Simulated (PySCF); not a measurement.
An unknown gives this computed stick spectrum. The calculation used PySCF, TDDFT CAM-B3LYP/def2-SVPD, vertical, gas phase, core orbitals frozen in the response. Geometries: PBE0-D3(BJ)/def2-SVP, one conformer each.

```json
{"state": "S1", "λ (nm)": "197.3", "f": "0.187"}
{"state": "S2", "λ (nm)": "195.1", "f": "0.024"}
{"state": "S3", "λ (nm)": "182.3", "f": "0.014"}
{"state": "S4", "λ (nm)": "179.4", "f": "0.037"}
{"state": "S5", "λ (nm)": "174.0", "f": "0.0024"}
{"state": "S6", "λ (nm)": "166.4", "f": "0.0068"}
{"state": "S7", "λ (nm)": "164.6", "f": "0.0087"}
{"state": "S8", "λ (nm)": "160.6", "f": "0.0024"}
{"state": "S9", "λ (nm)": "154.7", "f": "0.0007"}
{"state": "S10", "λ (nm)": "152.7", "f": "0.058"}
```

Problem. Which candidate is it? All have the formula C5H12Si.
A. `CC(C)[C@H]1C[SiH2]1`
B. `C=C[Si](C)(C)C`
C. `C=C[SiH2]CCC`

Solution. A. Its S1, at 6.28 eV, is the lowest among the candidates; the nearest of the others has S1 at 6.59 eV. S1 is HOMO→LUMO (82%), HOMO→LUMO+1 (11%). Löwdin shares by element: HOMO carbon 52% or more, silicon 30% (atoms not listed hold the other 18%); LUMO silicon 31%, hydrogen 21% or more, carbon 11% or more (atoms not listed hold the other 36%). At the same level the other candidates give, for their lowest levels:
- `C=C[Si](C)(C)C`: 188 nm (f 0.004); 173 nm (f 0.452); 167 nm (f 0.073); 159 nm (f 0.020); 155 nm (f 0.010); T1 4.23 eV; HOMO -8.94, LUMO 0.95 eV
- `C=C[SiH2]CCC`: 185 nm (f 0.010); 174 nm (f 0.494); 165 nm (f 0.028); 159 nm (f 0.005); 157 nm (f 0.012); T1 4.21 eV; HOMO -9.06, LUMO 0.76 eV

Shape of the structure used: `[CH3:1][CH:2]([CH3:3])[C@H:4]1[CH2:5][SiH2:6]1`: C1–C2–C4–C5 73°.
Triplets come from the Tamm–Dancoff approximation.
